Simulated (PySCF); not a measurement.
C2H9Cl3Si3, SMILES CC[SiH2][SiH2][Si](Cl)(Cl)Cl, singlet, GFN2-xTB optimised geometry.

```
17

C     -2.66     1.30     0.90
C     -2.55    -0.04     0.19
Si    -1.62    -1.35     1.22
Si     0.52    -0.57     1.72
Si     1.51     0.65     0.00
Cl     0.96    -0.09    -1.82
Cl     3.55     0.65     0.00
Cl     0.96     2.61     0.00
H     -3.21     2.02     0.29
H     -3.19     1.19     1.84
H     -1.68     1.72     1.11
H     -2.03     0.10    -0.77
H     -3.55    -0.40    -0.06
H     -1.60    -2.61     0.46
H     -2.40    -1.62     2.44
H      1.44    -1.67     2.05
H      0.56     0.29     2.92
```

Density from PySCF with B3LYP/def2-SVP at that geometry.

Minimum of the electron density along straight lines between bonded atoms, close to the bond critical point (lines longer than 1.1 times the sum of covalent radii, or with two minima, are not listed):

```json
[
 {"bond": "C1–C2", "length / Å": "1.525", "ρ at the minimum / e bohr⁻³": "0.241", "∇²ρ there / e bohr⁻⁵": "-0.54", "position (fraction from the first atom)": "0.50"},
 {"bond": "C2–Si3", "length / Å": "1.907", "ρ at the minimum / e bohr⁻³": "0.112", "∇²ρ there / e bohr⁻⁵": "0.29", "position (fraction from the first atom)": "0.62"},
 {"bond": "Si4–Si5", "length / Å": "2.332", "ρ at the minimum / e bohr⁻³": "0.092", "∇²ρ there / e bohr⁻⁵": "-0.02", "position (fraction from the first atom)": "0.35"},
 {"bond": "Si5–Cl6", "length / Å": "2.043", "ρ at the minimum / e bohr⁻³": "0.096", "∇²ρ there / e bohr⁻⁵": "0.29", "position (fraction from the first atom)": "0.37"},
 {"bond": "Si5–Cl7", "length / Å": "2.033", "ρ at the minimum / e bohr⁻³": "0.097", "∇²ρ there / e bohr⁻⁵": "0.29", "position (fraction from the first atom)": "0.37"},
 {"bond": "Si5–Cl8", "length / Å": "2.037", "ρ at the minimum / e bohr⁻³": "0.096", "∇²ρ there / e bohr⁻⁵": "0.28", "position (fraction from the first atom)": "0.37"},
 {"bond": "C1–H9", "length / Å": "1.089", "ρ at the minimum / e bohr⁻³": "0.277", "∇²ρ there / e bohr⁻⁵": "-1.02", "position (fraction from the first atom)": "0.63"},
 {"bond": "C1–H10", "length / Å": "1.088", "ρ at the minimum / e bohr⁻³": "0.278", "∇²ρ there / e bohr⁻⁵": "-1.02", "position (fraction from the first atom)": "0.62"},
 {"bond": "C1–H11", "length / Å": "1.089", "ρ at the minimum / e bohr⁻³": "0.277", "∇²ρ there / e bohr⁻⁵": "-1.02", "position (fraction from the first atom)": "0.62"},
 {"bond": "C2–H12", "length / Å": "1.092", "ρ at the minimum / e bohr⁻³": "0.273", "∇²ρ there / e bohr⁻⁵": "-0.97", "position (fraction from the first atom)": "0.62"},
 {"bond": "C2–H13", "length / Å": "1.091", "ρ at the minimum / e bohr⁻³": "0.273", "∇²ρ there / e bohr⁻⁵": "-0.97", "position (fraction from the first atom)": "0.62"},
 {"bond": "Si3–H14", "length / Å": "1.470", "ρ at the minimum / e bohr⁻³": "0.115", "∇²ρ there / e bohr⁻⁵": "0.33", "position (fraction from the first atom)": "0.49"},
 {"bond": "Si3–H15", "length / Å": "1.471", "ρ at the minimum / e bohr⁻³": "0.115", "∇²ρ there / e bohr⁻⁵": "0.33", "position (fraction from the first atom)": "0.49"},
 {"bond": "Si4–H16", "length / Å": "1.471", "ρ at the minimum / e bohr⁻³": "0.114", "∇²ρ there / e bohr⁻⁵": "0.32", "position (fraction from the first atom)": "0.49"},
 {"bond": "Si4–H17", "length / Å": "1.472", "ρ at the minimum / e bohr⁻³": "0.114", "∇²ρ there / e bohr⁻⁵": "0.32", "position (fraction from the first atom)": "0.49"}
]
```
